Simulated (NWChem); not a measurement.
# Polarisability of BF

```
B
F 1 1.2635
```
Charge 0, spin multiplicity 1.

The numbers come from NWChem runs, not from measurements. Structure: optimised with B3LYP/def2-SVP, a minimum by its harmonic frequencies.

Basis set: 6-31G*. Static limit. This basis has no diffuse functions, which lowers polarisabilities.

B3LYP has NWChem's definition, with VWN1-RPA local correlation. The Pople sets run with spherical d functions. The structure started from a generated list of species.

Order these methods by the isotropic polarisability they give, lowest first: HF, LDA (SVWN5), PBE, B3LYP.

HF (14.49 bohr³), B3LYP (14.81 bohr³), PBE (15.12 bohr³), LDA (SVWN5) (15.20 bohr³)
